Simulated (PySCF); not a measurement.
Species: C4H3FSe.
SMILES: `Fc1cc[se]c1`

The calculation used LC-wPBE/def2-SVP geometry optimisation, gas phase in PySCF 2.14.0.

Take the most abundant isotopes and a rigid rotor. 

Q: What are A, B and C (MHz)?

A: Ia = 77.08, Ib = 301.30, Ic = 378.39 u·Å²; 505379 MHz·u·Å²/I gives A = 6556, B = 1677, C = 1336 MHz.

Q: Classify the top.

A: An asymmetric top. Ray's parameter κ = (2B − A − C)/(A − C) = -0.869; −1 is the prolate and +1 the oblate limit.

Q: Is it planar, by Δ = Ic − Ia − Ib?

A: Planar: Δ = Ic − Ia − Ib = 0.00 u·Å². For a rigid frame Δ = −2 Σ m c², so it vanishes when all atoms lie in the ab plane; here none is more than 0.01 Å from it.

Q: Give the coordinates in the principal-axis frame, origin at the centre of mass.

A: The sense of each axis is arbitrary; atoms in the order of the calculation.
```tsv
atom	mass (u)	a (Å)	b (Å)	c (Å)
F1	18.998	-2.808	-0.407	0.000
C2	12.000	-1.516	-0.085	0.000
C3	12.000	-1.106	1.285	0.000
C4	12.000	0.243	1.437	-0.001
Se5	79.917	1.124	-0.179	0.000
C6	12.000	-0.521	-1.006	-0.001
H7	1.008	-1.820	2.109	0.001
H8	1.008	0.790	2.379	0.000
H9	1.008	-0.643	-2.087	-0.001
```

Q: List the rotational levels J(Ka,Kc) to J = 2 (K).

A: Above 0(0,0), as E/k:
J = 1: 1(0,1) 0.145, 1(1,1) 0.379, 1(1,0) 0.395
J = 2: 2(0,2) 0.433, 2(1,2) 0.652, 2(1,1) 0.701, 2(2,1) 1.403, 2(2,0) 1.404

Q: Which lines would a microwave search look for?

A: The dipole components are |μa| = 1.10 D, |μb| = 0.63 D, |μc| = 0.00 D; the mirror of this Cs structure is the ab plane, so μc vanishes by symmetry and there are no c-type lines. Intensities carry the squares of the components, which stand as 1.00 : 0.33 (a : b). Some lines, for components of 0.1 D or more:

```csv
type,branch,"J(Ka,Kc)",MHz,lower level (cm⁻¹)
a,Q,"1(1,0) ← 1(1,1)",342,0.263
b,R,"2(0,2) ← 1(1,1)",1129,0.263
a,Q,"4(1,3) ← 4(1,4)",3413,1.115
b,R,"3(0,3) ← 2(1,2)",4415,0.453
b,Q,"2(1,1) ← 2(0,2)",5580,0.301
a,R,"2(1,1) ← 1(1,0)",6368,0.275
b,Q,"4(1,3) ← 4(0,4)",6968,0.996
b,R,"1(1,1) ← 0(0,0)",7892,0.000
a,R,"3(2,2) ← 2(2,1)",9039,0.975
b,R,"5(0,5) ← 4(1,4)",11176,1.115
a,R,"4(1,4) ← 3(1,3)",11335,0.737
a,R,"4(3,2) ← 3(3,1)",12085,2.119
a,R,"4(2,2) ← 3(2,1)",12209,1.280
b,Q,"4(2,2) ← 4(1,3)",13732,1.229
a,R,"5(1,5) ← 4(1,4)",14140,1.115
b,Q,"3(2,1) ← 3(1,2)",14222,0.805
b,Q,"2(2,0) ← 2(1,1)",14655,0.487
a,R,"5(4,2) ← 4(4,1)",15103,3.701
a,R,"5(2,3) ← 4(2,2)",15360,1.687
b,R,"3(2,2) ← 2(1,1)",23676,0.487
b,Q,"3(3,1) ← 3(2,2)",25260,1.277
b,R,"4(2,3) ← 3(1,2)",26174,0.805
b,R,"4(2,2) ← 3(1,3)",28481,0.737
b,R,"3(3,0) ← 2(2,1)",34299,0.975
b,Q,"5(4,2) ← 5(3,3)",35304,3.027
b,R,"5(3,3) ← 4(2,2)",40168,1.687
b,R,"5(4,1) ← 4(3,2)",50422,2.522
b,R,"5(5,1) ← 4(4,0)",60517,3.701
```

Q: Estimate the classical rotational partition function at 10 K, 200 K and 500 K.

A: Point group Cs, symmetry number σ = 1; q = (√π/σ)·√((kT/h)³/(ABC)), k/h = 20836.6 MHz/K: 1390 at 10 K, 124000 at 200 K, 492000 at 500 K.

No LC-wPBE/def2-SVP frequencies stand behind this structure, so it isn't proved a minimum. These are rigid-rotor constants of the computed structure; measured ground-state constants (B0) also hold zero-point vibration.
